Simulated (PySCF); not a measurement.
Species: SiEt(NHMe)3, C₅H₁₇N₃Si.
Bonds: Si1–C2, Si1–N9, Si1–N15, Si1–N21, C2–C3, N9–C10, N15–C16, N21–C22. Hydrogens: H4, H5 on C2; H6, H7, H8 on C3; H11 on N9; H12, H13, H14 on C10; H17 on N15; H18, H19, H20 on C16; H23 on N21; H24, H25, H26 on C22.

The calculation used TDDFT B3LYP/def2-SVPD, vertical, gas phase, core orbitals frozen in the response (PySCF 2.14.0, density-fitted response routines). Geometry: PBE0-D3(BJ)/def2-SVP, one conformer, isolated molecule.

Broadening: Gaussians 0.25 eV wide at half height, area fixed by f = 4.319×10⁻⁹ ∫ε dν̃. The width is an assumption, not a result. The curve ends short of the highest state used, and states not computed would add to its high-energy end.

| λ (nm) | ε (L mol⁻¹ cm⁻¹) |
| --- | --- |
| 210.5 | 529 |
| 211.5 | 492 |
| 212.5 | 444 |
| 213.5 | 391 |
| 214.5 | 339 |
| 215.5 | 299 |
| 216.5 | 280 |
| 217.5 | 289 |
| 218.5 | 328 |
| 219.5 | 391 |
| 220.5 | 471 |
| 221.5 | 554 |
| 222.6 | 633 |
| 223.6 | 682 |
| 224.6 | 702 |
| 225.6 | 693 |
| 226.6 | 663 |
| 227.6 | 620 |
| 228.6 | 576 |
| 229.6 | 540 |
| 230.6 | 517 |
| 231.6 | 508 |
| 232.6 | 509 |
| 233.6 | 513 |
| 234.6 | 514 |
| 235.6 | 505 |
| 236.6 | 483 |
| 237.6 | 447 |
| 238.7 | 393 |
| 239.7 | 337 |
| 240.7 | 278 |
| 241.7 | 221 |
| 242.7 | 169 |
| 243.7 | 125 |
| 244.7 | 89 |
| 245.7 | 61 |
| 246.7 | 41 |
| 247.7 | 26 |
| 248.7 | 16 |
| 249.7 | 10 |
| 250.7 | 6 |
| 251.7 | 3 |
| 252.7 | 2 |
| 253.7 | 1 |

(1) Where are the band maxima, and which computed states make them?

(2) On this curve, what absorbance would a 10⁻³ mol/L sample give at 222 nm over a 1 cm path?

(3) Coming from long wavelengths, where does ε first pass 100 L mol⁻¹ cm⁻¹?

Results:

(1) 234 nm (5.29 eV), ε about 510, made up of S1 (88%) and S2 (12%) (hardly more than a shoulder); 225 nm (5.52 eV), ε about 700, made up of S2 (96%) (ε in L mol⁻¹ cm⁻¹; maxima over ε = 5, shares over 10%). At its high-energy end, 5.89 eV, the curve is still rising (ε about 530, from S3, S4 and S5). The states used: S1 5.26 eV (f 0.0044); S2 5.52 eV (f 0.0063); S3 5.87 eV (f 0.0038); S4 6.03 eV (f 0.0014); S5 6.09 eV (f 0.0033); S6 6.21 eV (f 0.0012); S7 6.24 eV (f 0.0046); S8 6.35 eV (f 0.010); S9 6.40 eV (f 0.032); S10 6.49 eV (f 0.0075).

(2) 222 nm is 5.585 eV, where ε is about 590 L mol⁻¹ cm⁻¹, so A = ε c l ≈ 0.59 (Beer–Lambert, with the gas-phase spectrum and the assumed width).

(3) At about 244 nm (5.07 eV), 0.19 eV below S1.

Without π bonds the low states are Rydberg-like; a valence basis with one diffuse set may place them up to an eV too high.
